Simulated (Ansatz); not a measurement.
Isomers of Pd$_{4}$H$_{3}$ (doublet), relaxed with B3LYP-D4/def2-SVP; total energies from Ansatz at RPA@PBE/def2-TZVP.

| isomer | description | energy (Eh) |
| --- | --- | --- |
| A | point group not assigned; 1 × Pd–Pd 2.61 Å; 7 × H–Pd 1.65 to 1.98 Å | -512.47304 |
| B | point group Cs; 4 × Pd–Pd 2.65 to 2.75 Å; 5 × H–Pd 1.55 to 1.89 Å | -512.47088 |
| C | point group not assigned; 4 × Pd–Pd 2.68 to 2.80 Å; 5 × H–Pd 1.56 to 1.67 Å | -512.47015 |
| D | point group C2; 3 × Pd–Pd 2.75 Å; 6 × H–Pd 1.64 to 1.74 Å | -512.47750 |
| E | point group not assigned; 5 × Pd–Pd 2.57 to 2.90 Å; 4 × H–Pd 1.52 to 1.87 Å | -512.45784 |

In the def2 sets Pd takes a core potential; there is no spin–orbit coupling. Correlated methods freeze no core orbitals; core or outer-core shells of Pd are correlated, in sets that lack core-valence functions.

The isomers come from a short search, and lower ones may exist.

Question: Work out the relative energies (1 Eh = 2625.5 kJ/mol) and the Boltzmann populations at 298 K from electronic energies alone (R = 8.314 J/mol/K).

Answer: ΔE: A 11.7, B 17.4, C 19.3, D 0.0, E 51.6 kJ/mol. RT = 2.48 kJ/mol. Factors exp(−ΔE/RT): A 0.00894, B 0.000897, C 0.000417, D 1, E 9.2e-10; sum 1.010. Populations: A 0.9 %, B 0.1 %, C 0.0 %, D 99.0 %, E 0.0 %. Zero-point energy, vibrational entropy and symmetry numbers are left out and can shift these; an error of 4 kJ/mol changes a ratio by a factor of 5.0. Over the other density-functional and correlated levels in def2 sets, the gap between D and A ranges from -49 to 33 kJ/mol.
